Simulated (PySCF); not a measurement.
**Working out the excitation energy of P**

P [Ne] 3s2 3p3 (4S) → P [Ne] 3s1 3p4 (4P). Computed with PySCF 2.14 in def2-TZVPPD (6s5p4d1f, 48 functions), with no relativity, point nucleus. Frozen: 1s2. Energies in hartree (1 hartree = 27.21139 eV):

| part | P (lower) | P (upper) |
| --- | --- | --- |
| UHF | -340.710012 | -340.418410 |
| CCSD correlation | -0.255123 | -0.264337 |
| (T) | -0.005431 | -0.012569 |

Question: What does Hartree-Fock give?

Answer: (-340.418410) − (-340.710012) = 0.291602 hartree = 7.935 eV.

Question: What do CCSD and CCSD(T) give?

Answer: The CCSD correlation energies differ by -0.009214 hartree = -0.251 eV and the triples by -0.007138 hartree = -0.194 eV, so CCSD gives 7.684 eV and CCSD(T) 7.490 eV.

Measured between the centres of the two terms (NIST): 7.395 eV, so CCSD(T) (valence and next inner shell) is off by 0.095 eV.

The coupled-cluster amplitudes are large, so a single reference is strained.

What remains against the reference includes basis incompleteness, the frozen core and higher excitations.
